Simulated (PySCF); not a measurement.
This script is equivalent to a calculation on Kr (krypton, neutral).

```python
from pyscf import gto, scf, dft, mp, cc
import basis_set_exchange as bse
mol = gto.M(atom="Kr 0 0 0", charge=0, spin=0, symmetry="D2h",
            basis=gto.basis.parse(bse.get_basis("cc-pVTZ-DK", elements=["Kr"], fmt="nwchem", header=False)),
            nucmod="G")
mf = scf.UHF(mol).sfx2c1e()
mf.irrep_nelec = {'Ag': (6, 6), 'B1g': (1, 1), 'B2g': (1, 1), 'B3g': (1, 1), 'B1u': (3, 3), 'B2u': (3, 3), 'B3u': (3, 3)}
mf.kernel()
```

Task: What total energy does it give?

Result: -2788.17305 hartree (calculated).

Task: Which occupied shell lies highest, and where?

Result: 4p, at -14.227 eV.
